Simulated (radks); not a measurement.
Valence configurations of Cd I (all share [Kr]). All-electron calculation, Dirac Kohn-Sham, LDA (Slater exchange, Perdew-Wang correlation), spin-unpolarised, spherical densities, finite nucleus; open shells fill j = l - 1/2 first; Fermi nuclear charge, rms radius 4.6087 fm. Program: a radial shooting solver on a logarithmic mesh with Libxc functionals. Energies are relative to 4d10 5s2; eigenvalues in eV.

| valence | E (eV) | e(4d3/2) | e(4d5/2) | e(5p1/2) | e(5p3/2) | e(5s1/2) |
|---|---|---|---|---|---|---|
| 4d10 5s2 | 0.000 | -12.322 | -11.620 | - | - | -5.955 |
| 4d9 5s2 5p1 | 12.096 | -17.630 | -16.879 | -2.823 | - | -8.145 |
| 4d10 5s1.5 5p0.5 | 2.277 | -13.234 | -12.529 | -1.943 | - | -6.569 |
| 4d9.5 5s2 5p0.5 | 5.560 | -15.016 | -14.290 | -2.197 | - | -7.110 |
| 4d8 5s2 5p2 | 28.129 | -22.759 | -21.960 | -3.944 | - | -10.010 |
| 4d9.5 5s1 5p1.5 | 10.608 | -16.554 | -15.823 | -2.914 | - | -8.093 |
| 4d10 5s1 5p1 | 4.627 | -14.061 | -13.354 | -2.337 | - | -7.110 |
| 4d8.5 5s2 5p1.5 | 19.618 | -20.204 | -19.429 | -3.398 | - | -9.104 |
| 4d6.5 5s2 5p3.5 | 60.497 | -30.715 | -29.843 | -5.639 | -5.082 | -12.729 |

NIST lists [Kr] 4d10 5s2 as the ground configuration; this level of theory agrees among the configurations tried. The energies are those of spherical spin-averaged densities, not of single terms.
